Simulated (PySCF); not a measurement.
Species: C5H6F2O2.
InChI=1S/C5H6F2O2/c6-3-5(1-8-3)2-9-4(5)7/h3-4H,1-2H2/t3-,4+,5-/m1/s1

The closed-shell ground state was solved at several levels (PySCF, density fitting, gas phase, non-relativistic). Geometry: PBE0-D3(BJ)/def2-SVP; no solvent, vibrations or thermal averaging.

```tsv
level	basis functions	HOMO (eV)	LUMO (eV)	gap (eV)	dipole (D)
B3LYP/pcJ-1	303	-8.23	0.84	9.07	2.55
PBE0/pcSseg-1	183	-8.49	1.15	9.64	2.56
B3LYP/pcSseg-1	183	-8.23	0.81	9.04	2.54
```

(1) Estimate the row for CAM-B3LYP/def2-SVPD, a basis of 240 functions; the other rows only guide the guess.

(2) Over all these levels, which gives the widest orbital gap and which the narrowest?

(3) How far do the dipole and the HOMO energy spread over the levels?

## Answers

(1) HOMO -10.13 eV, LUMO 1.06 eV, gap 11.19 eV, dipole 2.64 D.

(2) CAM-B3LYP/def2-SVPD (range-separated hybrid) has the widest, 11.19 eV, and B3LYP/pcSseg-1 (global hybrid, 20 % exact exchange) the narrowest, 9.04 eV. Functional and basis both differ between the two, so the spread mixes both effects.

(3) The dipole runs from 2.54 to 2.64 D (mean 2.57 D) and the HOMO from -10.13 to -8.23 eV.
